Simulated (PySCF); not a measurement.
C4H4O2, SMILES Oc1ccco1. Geometry optimised at PBE-D3(BJ)/def2-SVP. The values are those of a single conformer.

Computed equilibrium geometry at PBE-D3(BJ)/def2-SVP (PySCF confirms it by a frequency run) as a Z-matrix, and its point group (one conformer of several):
point group Cs.
```
C
C 1 1.3802
O 2 1.3459 1 134.93
H 3 0.9740 2 107.66 1 0.00
O 2 1.3505 3 113.63 4 180.00
C 5 1.3790 2 106.92 3 180.00
C 6 1.3708 5 109.92 2 0.00
H 6 1.0932 7 134.51 1 180.00
H 1 1.0950 2 127.10 3 0.00
H 7 1.0958 6 126.43 8 0.00
```
Charge 0, spin multiplicity 1.
